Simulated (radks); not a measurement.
The numbers below are computed, except where a source is named.
Ionisation of neutral arsenic, [Ar] 3d10 4s2 4p3, to As+, [Ar] 3d10 4s2 4p2, under several functionals. Non-relativistic Kohn-Sham, spin-polarised, spherical densities, point nucleus; open shells are filled with parallel spins first; a radial shooting solver on a logarithmic mesh with Libxc functionals.

\begin{tabular}{lrrrrrr}
functional & E(As) (hartree) & Exc (hartree) & IE (eV) & -e(HOMO) (eV) & <r> HOMO (bohr) & IE error (eV) \\ \hline
r2SCAN & -2235.85392 & -83.07034 & 10.305 & 6.342 & 2.491 & +0.516 \\
BP86 & -2236.13735 & -83.32176 & 9.988 & 6.005 & 2.510 & +0.200 \\
revTPSS & -2235.25469 & -82.42122 & 10.061 & 6.088 & 2.491 & +0.273 \\
exchange-only B88 & -2234.36572 & -81.51395 & 9.282 & 5.374 & 2.556 & -0.506 \\
OLYP & -2236.51437 & -83.77922 & 9.769 & 5.760 & 2.496 & -0.020 \\
TPSS & -2235.81510 & -82.99439 & 10.040 & 6.069 & 2.496 & +0.251 \\
SOGGA & -2233.73612 & -80.88233 & 9.861 & 5.888 & 2.513 & +0.072 \\
B86b exchange with PBE correlation & -2235.93126 & -83.11418 & 9.943 & 5.968 & 2.515 & +0.155 \\
Tao-Mo meta-GGA & -2235.27757 & -82.44721 & 9.969 & 5.996 & 2.500 & +0.181 \\
LDA (Slater exchange, Perdew-Zunger correlation) & -2232.56746 & -79.68985 & 9.947 & 5.965 & 2.513 & +0.158 \\
\end{tabular}

NIST Atomic Spectra Database: 9.789 eV (measured). Closest: OLYP. The Delta-SCF values span 1.02 eV, the total energies 3.95 hartree. The highest occupied level is 4p. Open shells are spherical and high-spin; term and fine-structure splittings are not resolved.
